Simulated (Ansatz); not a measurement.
Relaxation of BH6N3 (10 atoms, charge 0, multiplicity 1), to a largest force component of 0.02 eV/Å in at most 50 steps.

The calculation used Ansatz 0.2.0, RKS LDA/def2-SVP.

```xyz
10
Properties=species:S:1:pos:R:3
N -1.241 0.259 -0.783
B -0.073 -0.210 -0.043
N 0.127 -1.702 0.083
N 0.996 0.785 0.568
H -0.941 0.907 -1.585
H -1.827 0.928 -0.138
H 0.242 -1.911 1.123
H 1.137 -1.893 -0.319
H 1.274 1.402 -0.158
H 0.389 1.384 1.254
```

Task: Where does it end, and by what steps?

Result: The forces met the threshold. The force dipped under the threshold on the way, but the program's further checks kept it going. After 18 steps the energy has fallen by 2.831 eV; H5 moved furthest, 1.39 Å.

```json
{"step": "0", "energy less start (eV)": "0.0000", "largest force component (eV/Å)": "2.997", "accepted": "yes"}
{"step": "1", "energy less start (eV)": "-0.4239", "largest force component (eV/Å)": "1.127", "accepted": "yes"}
{"step": "2", "energy less start (eV)": "-0.5875", "largest force component (eV/Å)": "0.786", "accepted": "yes"}
{"step": "3", "energy less start (eV)": "-0.7518", "largest force component (eV/Å)": "1.067", "accepted": "yes"}
{"step": "4", "energy less start (eV)": "-1.0314", "largest force component (eV/Å)": "1.719", "accepted": "yes"}
{"step": "5", "energy less start (eV)": "-1.3701", "largest force component (eV/Å)": "2.367", "accepted": "yes"}
{"step": "6", "energy less start (eV)": "-1.7612", "largest force component (eV/Å)": "2.159", "accepted": "yes"}
{"step": "7", "energy less start (eV)": "-2.1131", "largest force component (eV/Å)": "1.459", "accepted": "yes"}
{"step": "8", "energy less start (eV)": "-2.4101", "largest force component (eV/Å)": "1.495", "accepted": "yes"}
{"step": "9", "energy less start (eV)": "-2.6267", "largest force component (eV/Å)": "1.074", "accepted": "yes"}
{"step": "10", "energy less start (eV)": "-2.7593", "largest force component (eV/Å)": "0.469", "accepted": "yes"}
{"step": "11", "energy less start (eV)": "-2.8020", "largest force component (eV/Å)": "0.286", "accepted": "yes"}
{"step": "12", "energy less start (eV)": "-2.8296", "largest force component (eV/Å)": "0.055", "accepted": "yes"}
{"step": "13", "energy less start (eV)": "-2.8305", "largest force component (eV/Å)": "0.028", "accepted": "yes"}
{"step": "14", "energy less start (eV)": "-2.8307", "largest force component (eV/Å)": "0.014", "accepted": "yes"}
{"step": "15", "energy less start (eV)": "-2.8306", "largest force component (eV/Å)": "0.082", "accepted": "no"}
{"step": "16", "energy less start (eV)": "-2.8308", "largest force component (eV/Å)": "0.014", "accepted": "yes"}
{"step": "17", "energy less start (eV)": "-2.8306", "largest force component (eV/Å)": "0.039", "accepted": "no"}
{"step": "18", "energy less start (eV)": "-2.8309", "largest force component (eV/Å)": "0.008", "accepted": "yes"}
```

```xyz
10
Properties=species:S:1:pos:R:3
N -1.141 0.394 -0.743
B 0.008 -0.005 0.001
N 0.291 -1.390 0.185
N 0.873 0.980 0.559
H -1.673 -0.248 -1.328
H -1.499 1.348 -0.740
H -0.387 -2.125 -0.008
H 1.186 -1.732 0.530
H 0.839 1.963 0.291
H 1.585 0.763 1.255
```

Whether the end is a true minimum wasn't checked by a vibrational analysis.

Run time: 16 s on 2 threads of Arm Neoverse V1, with other jobs on the host, peak memory 0.11 GiB.
